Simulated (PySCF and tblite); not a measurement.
Results of a calculation; reference values are marked as such.
System: C₂H₃BN₂O₃, numbered as in [OH:1][B:2]([OH:3])[c:4]1[n:5][cH:6][o:7][n:8]1.

Level: PBE0/pcSseg-1 + D3(BJ), IEF-PCM dimethylsulfoxide on PBE0-D3(BJ)/def2-SVP stationary points, with GFN2-xTB thermal terms. Rates follow Eyring's equation with the number of equivalent paths and no tunnelling. Programs: tblite and PySCF.

What barrier does the rotation about the B2–O3 bond (torsion O1–B2–O3–H from 180° to 360°, rising) meet, and how fast is it at 298 K?

The electronic barrier is 9.6 kcal/mol and ΔG‡(298 K) 8.4 kcal/mol, over a C1 saddle with an imaginary mode of 678i cm⁻¹ (GFN2-xTB). With 2 equivalent paths, k is 9.2×10⁶ s⁻¹, a mean lifetime of the start of 110 ns against this motion. The end lies 0.3 kcal/mol above the start in free energy.
